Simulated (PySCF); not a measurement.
A structure optimised at PBE-D3(BJ)/def2-SVP, used in a PySCF frequency run:

```
C
C 1 1.3436
F 1 1.3707 2 119.73
H 2 1.0989 1 118.90 3 180.00
H 2 1.1008 4 119.19 1 180.00
B 1 1.5738 2 127.69 4 0.00
F 6 1.3376 1 120.12 2 0.00
O 6 1.3553 7 118.83 1 180.00
H 8 0.9771 6 109.69 7 180.00
```
Charge 0, spin multiplicity 1.

### Question
Write its SMILES, formula and point group.

### Answer
C=C(F)B(O)F, C2H3BF2O, Cs

### Question
What are its rotational constants (standard atomic weights)?

### Answer
5.1456, 3.0753, 1.9249 GHz
